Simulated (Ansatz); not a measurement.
The cluster Ti2F2⁺, relaxed as a doublet with UKS r2SCAN-D4/def2-SVP in Ansatz, starting from the r2SCAN-D4/def2-SVP geometry of the neutral singlet. Force threshold 0.02 eV/Å.

The relaxed charge 1 doublet is spin-contaminated (final ⟨S²⟩ up to 2.10, 0.75 for a pure state). No other spin state of charge 1 was run. The structure comes from a short search, and lower isomers may exist.

Start:

```xyz
4

Ti   -1.081    0.173    0.334
Ti    0.269    0.191   -1.096
F     0.682    1.011    0.657
F     0.130   -1.375    0.105
```

Q: Estimate the energy that the relaxation releases and the steps that it takes.

A: 0.46 eV, in 11 steps; 4.2 min on 4 threads of Arm Neoverse V1 on a shared host. No frequencies were taken in this run, so the end may be a saddle point.

Q: Does the start keep its bonding and symmetry?

A: By distances, no bond broke or formed. The bond that changes most is Ti1–F3, from 1.98 to 1.89 Å (atoms count from 1). A close non-bonded pair moves further: Ti1–Ti2, from 1.97 to 2.47 Å. Point group C2v at the start, Cs at the end, both within 0.05 Å.

Q: Predict the relaxed structure.

A: 
Cartesian coordinates in Å:
```
Ti -1.0268 0.0851 0.6567
Ti 0.6127 0.1326 -1.1914
F 0.5054 1.1941 0.5678
F -0.0913 -1.4117 -0.0331
```
Bond lengths (bridged metal pairs left out): 4 × F–Ti 1.89 to 2.06 Å.
